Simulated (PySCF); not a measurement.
## Field gradients at the hydrogen positions

Species: C4H16Si4.
Numbering: `[SiH3:1][Si:2]([SiH3:3])([SiH3:4])[CH:5]1[CH2:6][CH2:7][CH2:8]1` (hydrogens: H9, H10, H11 on Si1; H12, H13, H14 on Si3; H15, H16, H17 on Si4; H18 on C5; H19, H20 on C6; H21, H22 on C7; H23, H24 on C8)

Geometry (PBE0-D3(BJ)/def2-SVP, Å), atoms numbered from 1 in this order:
```xyz
24
C4H16Si4 angstrom
Si    -0.816    2.173    0.257
Si    -0.799   -0.173    0.210
Si    -2.400   -0.871   -1.352
Si    -1.443   -0.919    2.336
C      0.909   -0.871   -0.251
C      2.091   -0.286    0.564
C      2.423    0.630   -0.629
C      1.534   -0.250   -1.528
H      0.158    2.698    1.266
H     -2.185    2.646    0.635
H     -0.471    2.750   -1.080
H     -2.042   -0.387   -2.723
H     -3.747   -0.325   -0.995
H     -2.486   -2.365   -1.389
H     -2.796   -0.383    2.683
H     -0.470   -0.459    3.377
H     -1.500   -2.414    2.375
H      0.824   -1.970   -0.248
H      1.866    0.198    1.529
H      2.874   -1.040    0.740
H      2.013    1.644   -0.502
H      3.482    0.730   -0.909
H      0.863    0.263   -2.236
H      2.119   -0.992   -2.094
```

Level: PBE0/pcSseg-1 (PySCF, non-relativistic); Q(2H) = 0.00286 b; rigid geometry, the same for H and D, with no vibrational averaging.

Question: Rank these positions by the coupling χzz of a deuteron there, largest first.
A. H10 (Si–H hydrogen)
B. H22 (methylene hydrogen)
C. H23 (methylene hydrogen)

Answer: B (198 kHz), C (194 kHz), A (95 kHz).

Q: Give the electric field gradient Vzz (the principal value of largest size), its asymmetry and the 2H coupling at each hydrogen.

A: 
| atom | bonded to | bond length (Å) | Vzz (au) | η | χzz (kHz) |
| --- | --- | --- | --- | --- | --- |
| H9 | Si1 | 1.497 | 0.1413 | 0.02 | 95 |
| H10 | Si1 | 1.496 | 0.1414 | 0.01 | 95 |
| H11 | Si1 | 1.497 | 0.1414 | 0.02 | 95 |
| H12 | Si3 | 1.497 | 0.1409 | 0.01 | 95 |
| H13 | Si3 | 1.496 | 0.1413 | 0.01 | 95 |
| H14 | Si3 | 1.497 | 0.1410 | 0.01 | 95 |
| H15 | Si4 | 1.496 | 0.1413 | 0.01 | 95 |
| H16 | Si4 | 1.497 | 0.1410 | 0.01 | 95 |
| H17 | Si4 | 1.497 | 0.1409 | 0.01 | 95 |
| H18 | C5 | 1.103 | 0.2908 | 0.00 | 195 |
| H19 | C6 | 1.102 | 0.2883 | 0.02 | 194 |
| H20 | C6 | 1.101 | 0.2905 | 0.01 | 195 |
| H21 | C7 | 1.101 | 0.2893 | 0.02 | 194 |
| H22 | C7 | 1.100 | 0.2942 | 0.00 | 198 |
| H23 | C8 | 1.102 | 0.2882 | 0.02 | 194 |
| H24 | C8 | 1.101 | 0.2905 | 0.01 | 195 |

Q: Average by the element that carries the hydrogen.

A: on Si: 95 kHz over 9 positions, mean bond length 1.497 Å; on C: 195 kHz over 7 positions, mean bond length 1.102 Å.

Isolated species at its PBE0-D3(BJ)/def2-SVP geometry (one conformer only). With so small a basis the couplings can be 20 % off.
